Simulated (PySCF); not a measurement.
F₄HNbS, multiplicity 1. Atoms are numbered in the order given.

```xyz
7

Nb    -0.0028    -0.2919     0.0000
F      1.8768    -0.1581     0.0000
F     -1.8735    -0.1219     0.0000
F     -0.0034    -1.1786     1.6340
F     -0.0034    -1.1786    -1.6340
S     -0.0711     2.0908     0.0000
H      1.2837     2.2498     0.0000
```
Charge 0, spin multiplicity 1.

Geometry: PBE-D3(BJ)/def2-SVP. The spin state was assumed, not searched. The structure was generated by enumeration; whether it is a known compound was not checked. The def2 effective core potentials stand for the cores of Nb; spin–orbit coupling is left out. One conformer was computed; it need not be the lowest.

Method: PySCF with PBE-D3(BJ)/def2-SVP.

Frequencies are harmonic and unscaled.

Computed vibrational spectrum:
```
mode  ν (cm⁻¹)  IR (km/mol)  Raman (Å⁴/amu)  depolarisation  moving atoms (share of kinetic energy)
----  --------  -----------  --------------  --------------  --------------------------------------
1           85          2.1             2.0            0.75                          F 73 %, S 25 %
2          118          4.9             0.4            0.75                                  F 99 %
3          181         13.0             1.1            0.75                         F 66 %, Nb 26 %
4          186          4.9             0.6            0.70                 F 54 %, S 27 %, Nb 17 %
5          193         14.2             0.5            0.38                 F 65 %, Nb 19 %, S 15 %
6          230          1.5             3.4            0.75                           F 90 %, H 9 %
7          234          8.9             2.4            0.75                                  F 88 %
8          353         17.5             2.0            0.75                          H 86 %, F 11 %
9          387         31.9            12.7            0.20                         S 67 %, Nb 24 %
10         627         55.8             6.4            0.75                          H 66 %, F 27 %
11         651         13.5             7.9            0.31                          F 80 %, H 16 %
12         690        104.1            15.2            0.01                                  F 93 %
13         708        184.3             0.5            0.71                 F 60 %, Nb 28 %, H 12 %
14         725        150.0             0.7            0.75                         F 74 %, Nb 26 %
15        2617          4.1           112.1            0.28                                  H 97 %
```
